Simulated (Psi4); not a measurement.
Cl2MoO2 (SMILES [O]=[Mo](=[O])([Cl])[Cl]), singlet, geometry from GFN2-xTB (such geometries of metal compounds can be far from the true shape) (core potentials on Mo); M06-2X/def2-SV(P) (Psi4 1.11).

The Psi4 input:
```
memory 2 GB

molecule mol {
0 1
  Mo    0.298668   -0.055206    0.098626
  O     1.452282   -0.587896   -0.930250
  O     0.741126    0.182461    1.654554
  Cl   -0.459639    1.801845   -0.663469
  Cl   -1.310439   -1.474660    0.078957
no_reorient
}

set basis def2-sv(p)
set reference rks

energy('m06-2x')
print_variables()
```

Problem. Predict the main parts of the log of this Psi4 run.

Solution. 
```
   => Loading Basis Set <=

    Name: DEF2-SV(P)
    Role: ORBITAL
    Keyword: BASIS

    !!!  WARNING: ECP capability is in beta. Please check occupations closely.  !!!

         ---------------------------------------------------------
                                   SCF
               by Justin Turney, Rob Parrish, Andy Simmonett
                          and Daniel G. A. Smith
                              RKS Reference
         ---------------------------------------------------------

  ==> Geometry <==

    Molecular point group: c1
    Full point group: C1

    Geometry (in Angstrom), charge = 0, multiplicity = 1:

       Center              X                  Y                   Z               Mass
    ------------   -----------------  -----------------  -----------------  -----------------
         MO           0.286522913599    -0.052961225321     0.094615224410    97.905404820000
         O            1.440136913599    -0.585651225321    -0.934260775590    15.994914619570
         O            0.728980913599     0.184705774679     1.650543224410    15.994914619570
         CL          -0.471784086401     1.804089774679    -0.667479775590    34.968852682000
         CL          -1.322584086401    -1.472415225321     0.074946224410    34.968852682000

  Running in c1 symmetry.

  Rotational constants: A =      0.09429  B =      0.06193  C =      0.05162 [cm^-1]
  Rotational constants: A =   2826.70546  B =   1856.50340  C =   1547.57789 [MHz]
  Nuclear repulsion =  339.863415929128621

  Charge       = 0
  Multiplicity = 1
  Electrons    = 64
  Nalpha       = 32
  Nbeta        = 32

  ==> Algorithm <==

  SCF Algorithm Type is DF.
  DIIS enabled.
  MOM disabled.
  Fractional occupation disabled.
  Guess Type is SAD.
  Energy threshold   = 1.00e-06
  Density threshold  = 1.00e-06
  Integral threshold = 1.00e-12

  ==> Primary Basis <==

  Basis Set: DEF2-SV(P)
    Blend: DEF2-SV(P)
    Number of shells: 38
    Number of basis functions: 88
    Number of Cartesian functions: 94
    Spherical Harmonics?: true
    Max angular momentum: 2

  Core potential: DEF2-SV(P)
    Number of shells: 4
    Number of ECP primitives: 14
    Number of ECP core electrons: 28
    Max angular momentum: 3

  ==> DFT Potential <==

   => LibXC <=

    Version 7.1.2
    S. Lehtola, C. Steigemann, M. J. T. Oliveira, and M. A. L. Marques,  SoftwareX 7, 1–5 (2018) (10.1016/j.softx.2017.11.002)

   => Composite Functional: M06-2X <=

[...]
   @DF-RKS iter   7: -1138.52919157977340   -2.85073e-04   1.18356e-04 ADIIS/DIIS
   @DF-RKS iter   8: -1138.52923453881863   -4.29590e-05   4.80358e-05 DIIS
   @DF-RKS iter   9: -1138.52924547789530   -1.09391e-05   2.04141e-05 DIIS
   @DF-RKS iter  10: -1138.52924717543010   -1.69753e-06   4.63489e-06 DIIS
   @DF-RKS iter  11: -1138.52924729487881   -1.19449e-07   1.25332e-06 DIIS
   @DF-RKS iter  12: -1138.52924730850532   -1.36265e-08   4.23799e-07 DIIS
  Energy and wave function converged.

  ==> Post-Iterations <==

   Electrons on quadrature grid:
      Ntotal   =   64.0000626382 ; deviation = 6.264e-05

    Orbital Energies [Eh]
    ---------------------

    Doubly Occupied:

[...]
    Virtual:

[...]
    Final Occupation by Irrep:
              A
    DOCC [    32 ]
    NA   [    32 ]
    NB   [    32 ]

  @DF-RKS Final Energy: -1138.52924730850532

   => Energetics <=

    Nuclear Repulsion Energy =            339.8634159291286210
    One-Electron Energy =               -2268.7343938648828043
    Two-Electron Energy =                 829.1992623580392774
    DFT Exchange-Correlation Energy =     -38.8575317307904768
    Empirical Dispersion Energy =           0.0000000000000000
    VV10 Nonlocal Energy =                  0.0000000000000000
    Total Energy =                      -1138.5292473085053189

Computation Completed

Properties will be evaluated at   0.000000,   0.000000,   0.000000 [a0]

Properties computed using the SCF density matrix

 Multipole Moments:

 ------------------------------------------------------------------------------------
     Multipole            Electronic (a.u.)      Nuclear  (a.u.)        Total (a.u.)
 ------------------------------------------------------------------------------------

 L = 1.  Multiply by 2.5417464519 to convert [e a0] to [Debye]
 Dipole X            :         16.8674103          -17.2720883           -0.4046780
 Dipole Y            :         -3.1177921            3.1925913            0.0747992
 Dipole Z            :          5.5699375           -5.7035669           -0.1336294
 Magnitude           :                                                    0.4326847

 ------------------------------------------------------------------------------------

  Variable Map:
  ----------------------------------------------------------------------------
[...]
  Array Variable Map:
  ----------------------------------------------------------------------------
[...]
[...]
```
